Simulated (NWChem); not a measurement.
Total energies of CNO

```xyz
3

O      0.0000     0.0000     1.1395
C      0.0000     0.0000    -0.0409
N      0.0000     0.0000    -1.2673
```
Charge 0, spin multiplicity 2.

Program: NWChem. The geometry was optimised at UB3LYP/def2-SVP, a minimum by its harmonic frequencies.

Basis set: cc-pVTZ (90 functions).

```
method   total energy (Ha)  relative cost
-------  -----------------  -------------
UHF             -167.18976              1
UMP2            -167.71057        under 3
UB2PLYP         -167.95003        under 3
UPBE            -167.88786        under 3
UB3LYP          -168.06720        under 3
Ur2SCAN         -167.98412        under 3
```

Total energies of different functionals aren't comparable as a measure of quality: only differences taken within one method are. The cost column gives rough processor time relative to UHF; each entry includes its own SCF.

The correlated methods keep 3 core orbitals frozen. B3LYP has NWChem's definition, with VWN1-RPA local correlation. The structure started from a generated list of species. The unpaired electrons of the parent sit in orbitals of symmetry b1 (C2v labels of the run); other states weren't searched. No SCF solution was tested for a lower state. Open-shell Hartree-Fock references start from PBE0 orbitals; any time given for them includes that run.
